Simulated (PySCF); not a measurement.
CH7Si2 (SMILES [SiH2]C[SiH3]), doublet, geometry from GFN2-xTB; CCSD(T)/STO-3G (PySCF).

The PySCF input:
```python
from pyscf import gto, scf, cc

mol = gto.M(
    atom='''
Si    1.59988694    0.34736675    0.04848937
C     0.09882935   -0.73051698   -0.37843236
Si   -1.55306880    0.00925851    0.19494587
H     2.87402570   -0.30575813   -0.24574037
H     1.52258239    1.68412327   -0.53094802
H     0.06994554   -0.88620874   -1.45955576
H     0.22570188   -1.71786266    0.06658803
H    -2.66919782   -0.85524983   -0.20323662
H    -1.73717387    1.32711411   -0.41750382
H    -1.53431394    0.14419024    1.65289750
''',
    basis='sto-3g',
    spin=1,
    verbose=4,
)

mf = scf.UHF(mol)
mf.kernel()

mycc = cc.CCSD(mf)
mycc.kernel()
et = mycc.ccsd_t()
print('E(CCSD(T)) = %.10f' % (mycc.e_tot + et))
```

The log (banner, timings and long lists left out):

```
PySCF version 2.14.0

[INPUT] verbose = 4
[INPUT] num. atoms = 10
[INPUT] num. electrons = 41
[INPUT] charge = 0
[INPUT] spin (= nelec alpha-beta = 2S) = 1
[INPUT] symmetry False subgroup None
[INPUT] Mole.unit = angstrom
[INPUT] Symbol           X                Y                Z      unit          X                Y                Z       unit  Magmom
[INPUT]  1 Si     1.599886940000   0.347366750000   0.048489370000 AA    3.023348146868   0.656428022280   0.091631629253 Bohr   0.0
[INPUT]  2 C      0.098829350000  -0.730516980000  -0.378432360000 AA    0.186760404569  -1.380477021544  -0.715133517073 Bohr   0.0
[INPUT]  3 Si    -1.553068800000   0.009258510000   0.194945870000 AA   -2.934874684607   0.017496048222   0.368394303415 Bohr   0.0
[INPUT]  4 H      2.874025700000  -0.305758130000  -0.245740370000 AA    5.431121447961  -0.577799126059  -0.464381997049 Bohr   0.0
[INPUT]  5 H      1.522582390000   1.684123270000  -0.530948020000 AA    2.877263719186   3.182531740307  -1.003346344180 Bohr   0.0
[INPUT]  6 H      0.069945540000  -0.886208740000  -1.459555760000 AA    0.132177914235  -1.674691807796  -2.758160649931 Bohr   0.0
[INPUT]  7 H      0.225701880000  -1.717862660000   0.066588030000 AA    0.426514738999  -3.246289947017   0.125833139874 Bohr   0.0
[INPUT]  8 H     -2.669197820000  -0.855249830000  -0.203236620000 AA   -5.044052852086  -1.616187946781  -0.384061550282 Bohr   0.0
[INPUT]  9 H     -1.737173870000   1.327114110000  -0.417503820000 AA   -3.282782845051   2.507882203946  -0.788967875760 Bohr   0.0
[INPUT] 10 H     -1.534313940000   0.144190240000   1.652897500000 AA   -2.899433135702   0.272480063435   3.123523586978 Bohr   0.0

nuclear repulsion = 141.466244484884
number of shells = 20
number of NR pGTOs = 90
number of NR cGTOs = 30
basis = sto-3g
ecp = {}

******** <class 'pyscf.scf.uhf.UHF'> ********
method = UHF
initial guess = minao
damping factor = 0
level_shift factor = 0
DIIS = <class 'pyscf.scf.diis.CDIIS'>
diis_start_cycle = 1
diis_space = 8
diis_damp = 0
SCF conv_tol = 1e-09
SCF conv_tol_grad = None
SCF max_cycles = 50
direct_scf = True
direct_scf_tol = 1e-13
number electrons alpha = 21  beta = 20
Set gradient conv threshold to 3.16228e-05
init E= -612.104453405566

cycle= 1 E= -612.624205208142  delta_E= -0.52  |g|= 0.132  |ddm|= 2.44
cycle= 2 E= -612.643734321869  delta_E= -0.0195  |g|= 0.0397  |ddm|= 0.285
cycle= 3 E= -612.645866125272  delta_E= -0.00213  |g|= 0.0154  |ddm|= 0.0983
cycle= 4 E= -612.64619415396  delta_E= -0.000328  |g|= 0.00638  |ddm|= 0.0385
cycle= 5 E= -612.646295034014  delta_E= -0.000101  |g|= 0.00289  |ddm|= 0.024
cycle= 6 E= -612.646319959937  delta_E= -2.49e-05  |g|= 0.000697  |ddm|= 0.016
cycle= 7 E= -612.646321107288  delta_E= -1.15e-06  |g|= 0.000232  |ddm|= 0.00306
cycle= 8 E= -612.646321232225  delta_E= -1.25e-07  |g|= 9.14e-05  |ddm|= 0.000868
cycle= 9 E= -612.646321254282  delta_E= -2.21e-08  |g|= 2.26e-05  |ddm|= 0.000454
cycle= 10 E= -612.646321255617  delta_E= -1.33e-09  |g|= 8.06e-06  |ddm|= 9.93e-05
cycle= 11 E= -612.6463212558  delta_E= -1.83e-10  |g|= 2.99e-06  |ddm|= 3.83e-05
Extra cycle  E= -612.646321255815  delta_E= -1.55e-11  |g|= 1.94e-06  |ddm|= 6.44e-06
converged SCF energy = -612.646321255815  <S^2> = 0.75277057  2S+1 = 2.0027687

******** <class 'pyscf.cc.uccsd.UCCSD'> ********
CC2 = 0
CCSD nocc = (np.int64(21), np.int64(20)), nmo = (30, 30)
max_cycle = 50
direct = 0
conv_tol = 1e-07
conv_tol_normt = 1e-06
diis_space = 6
diis_start_cycle = 0
diis_start_energy_diff = 1e+09
Init t2, MP2 energy = -0.133226057246672
Init E_corr(UCCSD) = -0.133226057250806
cycle = 1  E_corr(UCCSD) = -0.163645457808874  dE = -0.0304194006  norm(t1,t2) = 0.0719355
cycle = 2  E_corr(UCCSD) = -0.174010680579092  dE = -0.0103652228  norm(t1,t2) = 0.0276383
cycle = 3  E_corr(UCCSD) = -0.180271117727657  dE = -0.00626043715  norm(t1,t2) = 0.0116776
cycle = 4  E_corr(UCCSD) = -0.180334045175277  dE = -6.29274476e-05  norm(t1,t2) = 0.00233113
cycle = 5  E_corr(UCCSD) = -0.18034633971406  dE = -1.22945388e-05  norm(t1,t2) = 0.000697404
cycle = 6  E_corr(UCCSD) = -0.180356929629039  dE = -1.0589915e-05  norm(t1,t2) = 0.000306008
cycle = 7  E_corr(UCCSD) = -0.180353449474109  dE = 3.48015493e-06  norm(t1,t2) = 9.48545e-05
cycle = 8  E_corr(UCCSD) = -0.180353263816314  dE = 1.85657794e-07  norm(t1,t2) = 2.30865e-05
cycle = 9  E_corr(UCCSD) = -0.18035338874076  dE = -1.24924445e-07  norm(t1,t2) = 9.43868e-06
cycle = 10  E_corr(UCCSD) = -0.180353499996432  dE = -1.11255672e-07  norm(t1,t2) = 4.15776e-06
cycle = 11  E_corr(UCCSD) = -0.180353453617107  dE = 4.63793253e-08  norm(t1,t2) = 1.37653e-06
cycle = 12  E_corr(UCCSD) = -0.180353413576657  dE = 4.00404501e-08  norm(t1,t2) = 6.02012e-07
UCCSD converged
E(UCCSD) = -612.826674669392  E_corr = -0.1803534135766567
UCCSD(T) correction = -0.00158558705613696
E(CCSD(T)) = -612.8282602564
```
